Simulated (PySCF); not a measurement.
C₂H₆F₂OSi, SMILES COC(F)(F)[SiH3]. Geometry: B3LYP-D3(BJ)/def2-SVP. The structure was generated by enumeration, and PubChem lists no compound with its InChIKey, so it may never have been made. Other conformers were not sampled.

Computed equilibrium geometry at B3LYP-D3(BJ)/def2-SVP (PySCF confirms it by a frequency run) as bond lengths and angles (one conformer of several):
Atoms: C1 O2 C3 F4 F5 Si6 H7 H8 H9 H10 H11 H12. Bonds (Å): C1–O2 1.432, C1–H7 1.100, C1–H8 1.097, C1–H9 1.100, O2–C3 1.353, C3–F4 1.378, C3–F5 1.378, C3–Si6 1.928, Si6–H10 1.487, Si6–H11 1.486, Si6–H12 1.486. Angles (°): O2–C1–H7 110.7, O2–C1–H8 106.2, O2–C1–H9 110.8, H7–C1–H8 109.8, H7–C1–H9 109.6, H8–C1–H9 109.8, C1–O2–C3 116.8, O2–C3–F4 110.7, O2–C3–F5 110.7, O2–C3–Si6 110.1, F4–C3–F5 104.5, F4–C3–Si6 110.4, F5–C3–Si6 110.4, C3–Si6–H10 107.8, C3–Si6–H11 108.4, C3–Si6–H12 108.4, H10–Si6–H11 110.6, H10–Si6–H12 110.6, H11–Si6–H12 110.9.
Charge 0, spin multiplicity 1.
